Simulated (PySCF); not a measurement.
**Computed structure and properties of [Yb(OH)3(H2O)]−**

System: [Yb(OH)3(H2O)]− (singlet in the valence; each metal's 4f electrons, 14 of them, lie in its core potential, out of spins and levels); start: template (C1). Method: PySCF 2.14.0, RKS PBE0, Yb lcecp-0-SVP with ECP60, O def2-SVP, H def2-SVP; non-relativistic Hamiltonian with scalar-relativistic core potentials where named; density fitting; no spin-orbit coupling.

Input of the relaxation:

```python
mol = gto.M(atom='''
Yb     0.02022    -0.01817     0.01920
O      1.31962     1.28123     1.31860
H      2.08672     1.55333     1.83820
O     -1.27918    -1.31757     1.31860
H     -2.04628    -1.58967     1.83820
O      1.31962    -1.31757    -1.28020
H      1.59172    -2.08467    -1.79980
O     -1.45638     1.45843    -1.45740
H     -1.48268     2.42773    -1.48370
H     -2.11138     1.17033    -2.11240''',
    basis={'Yb': 'lcecp-0-SVP', 'O': 'def2-SVP', 'H': 'def2-SVP'},
    ecp={'Yb': 'lcecp-0-SVP'},
    charge=-1, spin=0)
mf = dft.RKS(mol, xc='PBE0')
mf.grids.atom_grid = (50, 194)  # f atoms: unpruned, at least (60, 302)
mf = mf.density_fit()  # fitting sets: Yb AutoAux, O def2-universal-JKFIT, H def2-universal-JKFIT
mf.conv_tol = 1e-08; mf.max_cycle = 55
mf.kernel(dm0)  # dm0: converged density of the start geometry
# quasi-Newton relaxation in Cartesian coordinates to a largest gradient under 0.00045 Eh/bohr, steps kept in the point group
```

Run from Python with OMP_NUM_THREADS=2; the lines above give its settings. Where DIIS fails, smearing, a level shift and second-order steps follow.
It took 4.3 min on 2 threads of Arm Neoverse V1, on a shared host, from the converged density of the start.

Course of the relaxation:

| step | energy above end (eV) | largest force component within the symmetry (eV/Å) |
| --- | --- | --- |
| 0 | 1.3560 | 0.942 |
| 1 | 1.2174 | 0.653 |
| 2 | 1.0831 | 0.841 |
| 3 | 1.0544 | 0.229 |
| 4 | 1.0363 | 0.413 |
| 5 | 1.0192 | 0.623 |
| 6 | 1.0121 | 0.394 |
| 7 | 1.0036 | 0.280 |
| 42 | 0.0005 | 0.044 |
| 43 | 0.0004 | 0.034 |
| 44 | 0.0002 | 0.025 |
| 45 | 0.0002 | 0.014 |
| 46 | 0.0001 | 0.018 |
| 47 | 0.0000 | 0.017 |
(The steps between are left out.)

Relaxed geometry (C1, nearly Cs):

```xyz
10

Yb   -0.3648   -0.3513    0.3433
O     0.7080    1.5728    0.7971
H     1.0659    2.3161    1.2835
O    -1.4918   -1.5903    1.7494
H    -2.0224   -2.1251    2.3397
O     0.3656   -0.9196   -1.7067
H     0.6003   -1.4229   -2.4868
O    -0.6611    1.5241   -1.4848
H    -0.0412    1.8281   -0.7669
H    -0.1963    0.7315   -1.8685
```

| contact | Å |
| --- | --- |
| Yb1–O2 (OH) | 2.249 |
| Yb1–O4 (OH) | 2.187 |
| Yb1–O6 (OH) | 2.249 |
| Yb1–H9 (H2O) | 2.467 |

Short contacts between ligands at the end: H9···O2 1.75 Å, H10···O6 1.75 Å.

On the finer grid (75, 302):

- HOMO: not given (4f levels lie in the core)
- LUMO: not given (4f levels lie in the core)
- Dipole about the centre of mass: 2.00 D
- Set of Mulliken populations of Yb1 outside the core potential: s 2.21, p 6.34, d 0.92, f 0.02
- D3(BJ) dispersion energy (not in the energies): -0.140 eV

| atom | Mulliken (e) | Löwdin (e) | spin (e) |
| --- | --- | --- | --- |
| Yb1 | 0.52 | 0.27 | 0.00 |
| O2 | -0.63 | -0.44 | 0.00 |
| H3 | 0.12 | 0.03 | 0.00 |
| O4 | -0.62 | -0.44 | 0.00 |
| H5 | 0.12 | 0.02 | 0.00 |
| O6 | -0.63 | -0.44 | 0.00 |
| H7 | 0.12 | 0.03 | 0.00 |
| O8 | -0.39 | -0.15 | 0.00 |
| H9 | 0.20 | 0.06 | 0.00 |
| H10 | 0.20 | 0.06 | 0.00 |

The 4f levels lie in the core potential and are missing.

On the grid (50, 194), as all that follows. Harmonic modes: a minimum; lowest 77 cm⁻¹ (negative: unstable), highest 3977 cm⁻¹, zero-point energy 1.673 eV.

Taking off one OH (charge -1, singlet; the rest: singlet) in vacuum, both parts rigid, costs 5.44 eV; the small basis without counterpoise inflates it.

Rigid scan of OH along the line from its metal:

| distance to O2 (Å) | energy (eV) |
| --- | --- |
| 1.95 | 0.700 |
| 2.05 | 0.268 |
| 2.15 | 0.058 |
| 2.25 | 0.000 |
| 2.35 | 0.045 |
| 2.45 | 0.157 |
| 2.65 | 0.500 |
| 2.95 | 1.121 |
| 3.35 | 1.924 |
| 3.85 | 2.750 |

Taking off one H2O (charge 0, singlet; the rest: singlet) in vacuum, both parts rigid, costs 1.54 eV; the small basis without counterpoise inflates it.

Rigid scan of H2O along the line from its metal:

```json
{"distance to O8 (Å)": "2.34", "energy (eV)": "0.309"}
{"distance to O8 (Å)": "2.44", "energy (eV)": "0.119"}
{"distance to O8 (Å)": "2.54", "energy (eV)": "0.025"}
{"distance to O8 (Å)": "2.64", "energy (eV)": "0.000"}
{"distance to O8 (Å)": "2.74", "energy (eV)": "0.021"}
{"distance to O8 (Å)": "2.84", "energy (eV)": "0.072"}
{"distance to O8 (Å)": "3.04", "energy (eV)": "0.222"}
{"distance to O8 (Å)": "3.34", "energy (eV)": "0.477"}
{"distance to O8 (Å)": "3.74", "energy (eV)": "0.773"}
{"distance to O8 (Å)": "4.24", "energy (eV)": "1.033"}
```

One start shape was tried, so this needn't be the lowest isomer.

An lcecp potential fixes the number of 4f electrons, so in runs with it no electron can move into or out of that shell.
